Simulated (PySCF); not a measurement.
Exercise with solution: dipole moment from atomic charges

Ta(S)(Cl)(NH2)2 (ClH4N2STa), SMILES [S]=[Ta]([Cl])([NH2])[NH2], multiplicity 1. Atoms are numbered in the order given.

```xyz
9

Ta    -0.1509     0.0543     0.0000
S      1.3168     1.6560     0.0000
Cl     0.8172    -2.0803     0.0000
N     -1.2525     0.2573    -1.6256
H     -1.1156     0.9448    -2.3642
H     -2.0899    -0.2934    -1.8177
N     -1.2525     0.2573     1.6256
H     -1.1156     0.9448     2.3642
H     -2.0899    -0.2934     1.8177
```

Geometry optimised at B3LYP-D3(BJ)/def2-SVP. The spin state was assumed, not searched. The structure was generated by enumeration; whether it is a known compound was not checked. The def2 effective core potentials stand for the cores of Ta; spin–orbit coupling is left out. One conformer was computed; it need not be the lowest.

Charges (e) from PySCF with PBE0/def2-TZVP:

```tsv
atom	Mulliken	ESP fit
Ta1	1.106	0.946
S2	-0.376	-0.345
Cl3	-0.361	-0.251
N4	-0.713	-0.981
H5	0.275	0.381
H6	0.254	0.424
N7	-0.713	-0.981
H8	0.275	0.381
H9	0.254	0.424
```

The dipole moment of the full density is 4.58 D.

Question: What dipole moment does each set of point charges give, and which comes closer to that of the density?

Answer: 
μ = Σ q r, and 1 e Å = 4.8032 D.
Mulliken: Σ q r = (-0.846, 0.192, 0.000) e Å, |μ| = 4.17 D.
ESP fit: Σ q r = (-0.967, -0.031, 0.000) e Å, |μ| = 4.65 D.
ESP fit comes closer in size. Point charges leave out the atoms' own dipoles (lone pairs, polarised bonds); fits to the potential absorb them, partitions of the density don't.
